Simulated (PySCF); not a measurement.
**Chlorine: a sound run and one with changed settings**

Sound run: Cl⁺ [Ne] 3s2 3p4, Cl²⁺ [Ne] 3s2 3p3. Computed with PySCF 2.14 in x2c-TZVPall (5s5p2d1f, 37 functions), with the spin-free X2C one-electron Hamiltonian (Gaussian nucleus). In the sound run the correlated levels freeze [Ne]. The sound run starts from symmetry-adapted Hartree-Fock orbitals and uses a fine grid where one is needed.

Changed run: basis STO-3G, all-electron and non-relativistic. This setting is unsound on purpose.

```json
{"species": "Cl⁺", "method": "UHF", "sound run (hartree)": "-460.45561", "changed run (hartree)": "-454.12970", "converged": "yes"}
{"species": "Cl⁺", "method": "PBE0", "sound run (hartree)": "-460.94229", "changed run (hartree)": "-454.52753", "converged": "yes"}
{"species": "Cl⁺", "method": "PBE", "sound run (hartree)": "-460.90659", "changed run (hartree)": "-454.45362", "converged": "yes"}
{"species": "Cl⁺", "method": "MP2", "sound run (hartree)": "-460.57638", "changed run (hartree)": "-454.12970", "converged": "yes"}
{"species": "Cl²⁺", "method": "UHF", "sound run (hartree)": "-459.62612", "changed run (hartree)": "-453.24325", "converged": "yes"}
{"species": "Cl²⁺", "method": "PBE0", "sound run (hartree)": "-460.06637", "changed run (hartree)": "-453.58526", "converged": "yes"}
{"species": "Cl²⁺", "method": "PBE", "sound run (hartree)": "-460.03020", "changed run (hartree)": "-453.51129", "converged": "yes"}
{"species": "Cl²⁺", "method": "MP2", "sound run (hartree)": "-459.71912", "changed run (hartree)": "-453.24325", "converged": "yes"}
```

Ionisation energy of Cl⁺:

```csv
method,sound run (eV),changed run (eV)
UHF,22.572,24.121
PBE0,23.835,25.640
PBE,23.848,25.642
MP2,23.327,24.121
SCS-MP2,23.405,24.121
```

A minimal basis cannot let orbitals breathe on ionisation and holds almost no correlation. The Hamiltonian changed with the basis, so the totals do not compare.

For comparison, NIST gives 23.814 eV between the lowest levels.
